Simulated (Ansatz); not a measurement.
A structure relaxed at PBE0-D4/def2-TZVP, charge 0, multiplicity 1:

```csv
atom,x (Å),y (Å),z (Å)
C1,-1.450,1.185,-1.073
C2,-0.097,0.856,-0.616
N3,1.080,0.791,-1.021
C4,0.778,0.414,0.451
Sn5,0.968,-1.634,1.039
H6,-1.444,1.471,-2.126
H7,-1.858,2.001,-0.471
H8,-2.105,0.321,-0.931
H9,1.101,1.158,1.180
H10,2.610,-2.099,1.081
H11,0.131,-2.593,-0.102
H12,0.287,-1.873,2.590
```

(1) Give its formula and SMILES.

(2) Summarise the bond lengths by kind.

## Answers

(1) C3H7NSn, `CC1=N[CH]1[SnH3]`.

(2) 2 × C–C 1.449 to 1.465 Å; 4 × C–H 1.090 to 1.093 Å; 2 × C–N 1.246 to 1.549 Å; 1 × C–Sn 2.140 Å; 3 × H–Sn 1.707 to 1.711 Å.

All numbers were calculated with Ansatz.
